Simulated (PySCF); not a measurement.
## How methods differ on the excitation energy of Sb⁺

Sb⁺ [Kr] 4d10 5s2 5p2 (3P) → Sb⁺ [Kr] 4d10 5s2 5p1 5d1 (high-spin determinant), as a difference of total energies. All numbers are calculated (PySCF 2.14, scalar relativity by spin-free X2C-1e, in aug-cc-pwCVTZ-DK3 with one added diffuse shell each of s, p, d, f type (11s10p8d5f1g, 125 functions)). Correlated levels: valence: [Kr] 4d10 frozen; valence and next inner shell: [Ar] 3d10 frozen. The calculations carry no spin-orbit coupling.

```csv
method,excitation energy (eV)
UHF,9.450
LDA,8.956
PBE,8.761
PBE0,9.045
r2SCAN,9.195
MP2 (valence),9.319
MP2 (valence and next inner shell),9.415
```

Question: Estimate what SCS-MP2 (valence and next inner shell) gives.

Answer: 9.373 eV, closest to MP2 (valence and next inner shell) among the rows shown.

Question: Estimate what SCS-MP2 (valence) gives.

Answer: 9.318 eV, closest to MP2 (valence) among the rows shown.

A first-order spin-orbit estimate (lowest level to lowest level, LS coupling) adds 0.096 eV.

The promoted electron is Rydberg-like, and one or two diffuse shells describe it only roughly, which tends to raise the upper state.

The determinant of the upper state mixes LS terms, which raises its energy above the lowest term, most at the Hartree-Fock and MP2 levels.
